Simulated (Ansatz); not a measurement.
Pulling on the Mg1–O2 bond in MgO (multiplicity 1 held). Energies count from the point at 1.739 Å.


Restricted levels (R-, RO-) in cc, def2 and unpolarised 6-31G sets keep to the state of the molecule at rest. Unrestricted levels (U-) break spin symmetry where that is lower. Full CI gives the lowest state of the spin. Curves can end on different states.

Correlated levels freeze the cores.

Run with Ansatz (a program for electronic structure) with Gaussian orbitals. Each number belongs to the level named beside it.

The comparison value is 342.4 kJ/mol (FCI/6-31G). Full CI is exact for the correlated electrons in its own basis alone.

Order these levels by the size of their error in the energy at R = 6.958 Å, against full CI in the same basis, smallest first: U-HF/6-31G, R-SCS-MP2/6-31G, R-MP2/6-31G, R-HF/6-31G, U-MP2/6-31G. Give each level's value less the comparison value.

R-SCS-MP2/6-31G (73.2 kJ/mol), R-MP2/6-31G (105.5 kJ/mol), U-MP2/6-31G (-118.4 kJ/mol), U-HF/6-31G (-177.8 kJ/mol), R-HF/6-31G (-208.1 kJ/mol)

Doubts at one or more of the structures used: a spin-contaminated determinant (U-HF/6-31G, U-MP2/6-31G); a restricted determinant that unrestricted orbitals would lower (R-SCS-MP2/6-31G, R-MP2/6-31G, R-HF/6-31G).
